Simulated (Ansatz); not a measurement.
The cluster Bi₃⁺. The state is a triplet with charge 1. Geometry PBE0-D4/def2-SVP, that of the neutral doublet; atoms count from 1.

```xyz
3

Bi    0.049    0.556    1.626
Bi    0.960   -1.299   -0.592
Bi   -1.009    0.744   -1.034
```

In the def2 sets Bi takes a core potential; there is no spin–orbit coupling. The charge 1 triplet is spin-contaminated (final ⟨S²⟩ up to 2.24, 2.00 for a pure state). At PBE0-D4/def2-TZVP a singlet of charge 1 lies 1.16 eV below the triplet at the same geometry. The structure comes from a short search, and lower isomers may exist.

(1) Estimate the Mulliken populations from the PBE0/def2-TZVP orbitals of Ansatz.

(2) Where does the spin sit?

(3) And the Mayer bond orders between bonded heavy atoms (over 0.3)?

Answers

(1) 
| atom | charge (e) | spin (α − β) |
| --- | --- | --- |
| Bi1 | 0.34 | 1.30 |
| Bi2 | 0.34 | 1.30 |
| Bi3 | 0.33 | -0.60 |
Mulliken values and Mayer orders depend strongly on the basis.

(2) Summed by element: Bi 2.00, of 2 unpaired in all. Largest on single atoms: Bi2 1.30, Bi1 1.30, Bi3 -0.60.

(3) Bi1–Bi2 0.75 (3.03 Å); Bi1–Bi3 1.36 (2.87 Å); Bi2–Bi3 1.35 (2.87 Å).
